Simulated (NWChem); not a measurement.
SiHSF3; SMILES F[Si](F)(F)S

```xyz
6

F      0.7626    -0.9664    -1.2508
Si    -0.0181    -0.3449    -0.0006
F      0.6672    -0.9785     1.2985
F     -1.5378    -0.8302    -0.0563
S     -0.0074     1.7500     0.0046
H      1.3439     1.8048     0.0132
```
Atoms are numbered in this order, from 1.

All runs: NWChem. The geometry was optimised at PBE0/def2-SVP. Ions are spin-unrestricted doublets at the neutral geometry; other ion states weren't tried. Functional: LC-ωPBE (HJS hole) with def2-SVP; rows give the range parameter ω in 1/bohr.

Question: At which range parameter does −ε(HOMO) equal the ΔSCF ionisation energy (optimal tuning)?

Answer: about 0.41 per bohr, by linear interpolation in these runs:
```tsv
range parameter (1/bohr)	vertical ionisation energy, ΔSCF (eV)	−ε(HOMO) (eV)	ΔSCF minus −ε(HOMO) (eV)
0.05	10.95	7.87	3.08
0.15	11.04	9.26	1.78
0.25	11.16	10.31	0.85
0.30	11.21	10.72	0.49
0.50	11.37	11.78	-0.41
```
